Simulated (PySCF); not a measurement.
A structure optimised at PBE-D3(BJ)/def2-SVP, used in a PySCF frequency run:

```
N
C 1 1.4531
H 2 1.1085 1 110.56
H 2 1.1139 3 107.65 1 120.86
H 2 1.1168 3 107.75 4 115.51
C 1 1.4531 2 114.27 3 177.24
H 6 1.1085 1 110.56 2 -177.24
H 6 1.1139 7 107.65 1 -120.86
H 6 1.1168 7 107.75 8 -115.51
Si 1 1.7318 2 121.08 3 -23.86
H 10 1.4976 1 107.85 2 39.61
H 10 1.4976 11 113.80 3 -142.55
Cl 10 2.1062 11 106.37 12 -116.77
```
Charge 0, spin multiplicity 1.

### Question
Write its SMILES, formula and point group.

### Answer
CN(C)[SiH2]Cl, C2H8ClNSi, Cs

### Question
What are its rotational constants (standard atomic weights)?

### Answer
5.1185, 1.6418, 1.5877 GHz
